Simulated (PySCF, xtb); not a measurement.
HO2Si, SMILES [O][Si]O (connectivity only; charge and spin as stated), neutral, multiplicity 2. Other conformers were not sampled.

Harmonic wavenumbers (cm⁻¹) from GFN2-xTB (xtb) at its own minimum, in rising order: 298, 303, 685, 868, 1375, 3653.

Problem. What does r2SCAN-D4/def2-TZVP (PySCF) give at its own minimum? (An estimate is asked for; the answer gives what the named calculation found.)

Solution. 303, 360, 775, 848, 1207, 3820. Paired by order, the mean absolute difference is 84 cm⁻¹ and the zero-point energies are 10.3 and 10.5 kcal/mol.
